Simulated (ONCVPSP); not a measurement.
# What one change does to a pseudopotential (Ag (Z = 47), ONCV)

Ag, optimised norm-conserving Vanderbilt (ONCV), made with ONCVPSP 4.0.1 (PBE, scalar-relativistic). Core [Kr], reference 4d10 5s1. Waves: 5s: rc 2.45 bohr, ncon 3, nbas 7, qcut 2.9 1/bohr, 2 projectors, debl 3 Ha; p scattering state at 0.17 Ha: rc 2.60 bohr, ncon 4, nbas 8, qcut 3 1/bohr, 2 projectors, debl 1.3 Ha; 4d: rc 1.45 bohr, ncon 3, nbas 8, qcut 12.7 1/bohr, 2 projectors, debl 2.5 Ha. Local part: polynomial inside 0.95 bohr (lpopt 5, dvloc0 2 Ha). Core correction: none.

In the p channel the program set the typed energies aside and used 0.050, 1.350 Ha.

Change: s: qcut 1.8.

Cutoffs: the cutoffs (Ha) at which the residual kinetic energy of the hardest occupied pseudo-wave falls to 1 and 0.1 mHa per electron; they do not see the model core or the augmentation charge, which bear on the density cutoff. Errors are all-electron minus pseudo energies relative to the spin-unpolarised reference configuration.

Task: Predict the effect on cutoff, ghosts and configuration errors.

Result: The potential gets neither clearly harder nor softer (35 Ha and 42 Ha → 35 Ha and 42 Ha); both files keep a bound ghost (p, s); of the 4 tests that both files solve, the error grows in 3 and shrinks in 1 by more than 15 % and 0.3 meV (median size 15.0 → 12.8 meV).

| quantity | base | changed |
| --- | --- | --- |
| cutoff, loose | 35 Ha | 35 Ha |
| cutoff, tight | 42 Ha | 42 Ha |
| loose cutoff by channel | s 3.6 Ha, d 35 Ha | s 16 Ha, d 35 Ha |
| bound ghosts | s, p | s, p |
| GHOST(+) flags under 300 eV | none | s at 101.7 eV |
| error for 4d10 5s0, meV [ΔE 7.76 eV] | +4.3 | +11 |
| error for 4d9 5s0, meV [ΔE 29.87 eV] | +26 | -15 |
| error for 4d8 5s0, meV [ΔE 66.06 eV] | -59 | -165 |
| error for 4d10 5s0.5, meV [ΔE 3.02 eV] | +0.5 | +2.4 |
| s: phases at 2.49 bohr within 0.05 rad from the reference energy up to (Ha; the scan ends near 5) | 3.2 | 3.2 |
| p: phases at 2.63 bohr within 0.05 rad from the reference energy up to (Ha; the scan ends near 5) | 2.6 | 2.6 |
| d: phases at 1.47 bohr within 0.05 rad from the reference energy up to (Ha; the scan ends near 5) | to the end of the scan | to the end of the scan |

 A true bound ghost makes a file unfit for plane-wave use even where its test errors are small: the radial tests pick states by their node count and pass the ghost by.
